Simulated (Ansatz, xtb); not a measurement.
Stretching the N7–H8 bond in CH6BN (SMILES CBN) (multiplicity 1 held, fragments rigid). Energies count from the point at 1.006 Å.
Geometry at that point (charge 0, multiplicity 1):
```xyz
9

B     -0.405    -0.135     0.326
H     -1.242    -0.480     1.111
C      1.108    -0.500     0.544
H      1.234    -1.586     0.608
H      1.463    -0.107     1.502
H      1.775    -0.129    -0.239
N     -0.835     0.599    -0.778
H     -1.798     0.844    -0.937
H     -0.210     0.936    -1.493
```

Restricted levels (R-, RO-) in cc, def2 and unpolarised 6-31G sets keep to the state of the molecule at rest. U- levels take the lowest unrestricted solution at each point, which mixes spins at long bonds. Active spaces are followed from a long bond inwards. Curves can end on different states.

Cores are frozen in the correlated methods.

The values were computed with Ansatz (a program for electronic structure) with Gaussian orbitals; xtb for the GFN methods. Each number belongs to the level named beside it. The GFN methods have no spin term and hold the electronic entropy of 300 K.

Energies in kcal/mol.

```csv
R (Å),GFN2-xTB,R-MP2/cc-pVDZ,U-MP2/cc-pVDZ,R-CCSD(T)/cc-pVDZ,"CASSCF(2,2)/cc-pVDZ","FIC-MRCISD+Q on CASSCF(2,2)/cc-pVDZ"
0.805,34.3,38.0,38.0,38.4,38.0,38.2
0.905,6.4,8.0,8.0,8.2,8.1,8.1
1.006,0.0,0.0,0.0,0.0,0.0,0.0
1.107,4.0,3.9,3.9,3.7,3.6,3.8
1.207,12.8,14.0,14.0,13.4,13.1,13.6
1.358,29.0,34.1,34.1,32.6,31.6,33.0
1.509,45.7,55.3,56.4,52.5,50.6,53.0
1.761,70.7,87.1,101.7,81.0,77.2,81.5
2.012,90.5,112.2,117.8,100.9,95.3,101.4
2.314,107.3,133.1,124.6,114.1,107.4,115.0
2.716,120.9,148.0,127.2,119.2,114.0,122.4
3.219,128.7,150.9,128.0,117.4,116.2,125.0
```

Doubts at one or more of the structures used: a restricted determinant that unrestricted orbitals would lower (R-MP2/cc-pVDZ, R-CCSD(T)/cc-pVDZ); a spin-contaminated determinant (U-MP2/cc-pVDZ); other coupled-cluster roots lie near (R-CCSD(T)/cc-pVDZ).
